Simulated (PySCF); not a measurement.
C2H8ClNSi.

```xyz
13

C     -0.8646    -0.8578    -1.5677
Si    -0.3494     0.0199     0.0000
C     -0.8646    -0.8578     1.5677
N     -1.0212     1.6110     0.0000
Cl     1.7681     0.0360     0.0000
H     -1.9616    -0.9481    -1.6185
H     -0.5201    -0.3082    -2.4584
H     -0.4255    -1.8666    -1.6088
H     -0.5201    -0.3082     2.4584
H     -1.9616    -0.9481     1.6185
H     -0.4255    -1.8666     1.6088
H     -0.9141     2.1861     0.8317
H     -0.9141     2.1861    -0.8317
```
Charge 0, spin multiplicity 1.

Coordinates come from a B3LYP-D3(BJ)/def2-SVP optimisation. One conformer was computed; it need not be the lowest.

The numbers are results of PySCF with PBE/pcSseg-1, not measurements. Non-relativistic, no solvent.

**Question.** Give the absolute GIAO shielding of each atom: isotropic value and principal components (ppm). (An estimate is asked for; the answer gives what the named calculation found.)

**Answer.** 
```csv
atom,σ(iso),σ11,σ22,σ33,span
C1,177.0,166.2,175.7,189.2,22.9
Si2,311.0,297.9,307.7,327.4,29.5
C3,177.0,166.2,175.7,189.2,22.9
N4,218.2,205.4,206.1,243.3,37.9
Cl5,838.7,719.9,815.0,981.2,261.2
H6,30.9,26.7,28.1,37.9,11.3
H7,30.8,27.0,28.6,36.6,9.6
H8,30.9,27.0,28.8,36.8,9.8
H9,30.8,27.0,28.6,36.6,9.6
H10,30.9,26.7,28.1,37.9,11.3
H11,30.9,27.0,28.8,36.8,9.8
H12,30.4,24.1,26.9,40.1,16.0
H13,30.4,24.1,26.9,40.1,16.0
```
